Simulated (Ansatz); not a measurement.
Relaxation of C3H7BO (12 atoms, charge 0, multiplicity 1), to a largest force component of 0.02 eV/Å in at most 50 steps.

All numbers below come from RKS PBE-D4/def2-SVP (Ansatz).

```xyz
12
Properties=species:S:1:pos:R:3
C -0.066 0.421 1.630
C 0.065 0.104 0.340
C 0.223 1.153 -0.740
B 0.070 -1.404 -0.067
O 0.138 -1.828 -1.478
H -0.103 1.528 1.909
H -0.253 -0.273 2.400
H 0.992 0.805 -1.516
H -0.721 1.399 -1.151
H 0.915 0.196 1.212
H -0.184 -2.241 0.786
H -0.768 -1.807 -1.800
```

Task: Where does it end, and by what steps?

Result: It converged. After 23 steps the energy has fallen by 5.254 eV; H8 moved furthest, 1.02 Å. The start is strongly strained (largest force component 9 eV/Å), so its close contacts needn't be bonds. Parted: C2–H10 (1.22 → 2.17 Å).

```json
{"step": "0", "energy less start (eV)": "0.0000", "largest force component (eV/Å)": "9.080", "accepted": "yes"}
{"step": "1", "energy less start (eV)": "-1.4593", "largest force component (eV/Å)": "5.215", "accepted": "yes"}
{"step": "2", "energy less start (eV)": "-2.4415", "largest force component (eV/Å)": "2.384", "accepted": "yes"}
{"step": "3", "energy less start (eV)": "-3.2320", "largest force component (eV/Å)": "2.021", "accepted": "yes"}
{"step": "4", "energy less start (eV)": "-3.9619", "largest force component (eV/Å)": "1.725", "accepted": "yes"}
{"step": "5", "energy less start (eV)": "-4.3331", "largest force component (eV/Å)": "1.022", "accepted": "yes"}
{"step": "6", "energy less start (eV)": "-4.5904", "largest force component (eV/Å)": "1.050", "accepted": "yes"}
{"step": "7", "energy less start (eV)": "-4.8420", "largest force component (eV/Å)": "1.324", "accepted": "yes"}
{"step": "8", "energy less start (eV)": "-5.0566", "largest force component (eV/Å)": "1.007", "accepted": "yes"}
{"step": "9", "energy less start (eV)": "-5.1928", "largest force component (eV/Å)": "1.375", "accepted": "yes"}
{"step": "10", "energy less start (eV)": "-5.2241", "largest force component (eV/Å)": "0.678", "accepted": "yes"}
{"step": "11", "energy less start (eV)": "-5.2446", "largest force component (eV/Å)": "0.252", "accepted": "yes"}
{"step": "12", "energy less start (eV)": "-5.2498", "largest force component (eV/Å)": "0.101", "accepted": "yes"}
{"step": "13", "energy less start (eV)": "-5.2491", "largest force component (eV/Å)": "0.154", "accepted": "no"}
{"step": "14", "energy less start (eV)": "-5.2514", "largest force component (eV/Å)": "0.025", "accepted": "yes"}
{"step": "15", "energy less start (eV)": "-5.2520", "largest force component (eV/Å)": "0.020", "accepted": "yes"}
{"step": "16", "energy less start (eV)": "-5.2524", "largest force component (eV/Å)": "0.027", "accepted": "yes"}
{"step": "17", "energy less start (eV)": "-5.2529", "largest force component (eV/Å)": "0.052", "accepted": "yes"}
{"step": "18", "energy less start (eV)": "-5.2533", "largest force component (eV/Å)": "0.071", "accepted": "yes"}
{"step": "19", "energy less start (eV)": "-5.2535", "largest force component (eV/Å)": "0.060", "accepted": "yes"}
{"step": "20", "energy less start (eV)": "-5.2530", "largest force component (eV/Å)": "0.050", "accepted": "no"}
{"step": "21", "energy less start (eV)": "-5.2536", "largest force component (eV/Å)": "0.044", "accepted": "yes"}
{"step": "22", "energy less start (eV)": "-5.2528", "largest force component (eV/Å)": "0.264", "accepted": "no"}
{"step": "23", "energy less start (eV)": "-5.2537", "largest force component (eV/Å)": "0.010", "accepted": "yes"}
```

```xyz
12
Properties=species:S:1:pos:R:3
C 0.018 0.465 1.589
C 0.057 -0.006 0.157
C 0.038 0.866 -0.880
B 0.201 -1.551 -0.127
O -0.200 -2.131 -1.292
H -0.049 1.568 1.676
H -0.844 0.023 2.134
H 0.103 0.528 -1.931
H -0.016 1.960 -0.737
H 0.924 0.125 2.137
H 0.695 -2.312 0.689
H -0.619 -1.483 -1.892
```

Whether the end is a true minimum wasn't checked by a vibrational analysis.

The run took 49 s on 2 threads of Intel(R) Xeon(R) Platinum 8259CL CPU @ 2.50GHz (Skylake/Cascade Lake), with other jobs on the host, peak memory 0.15 GiB.
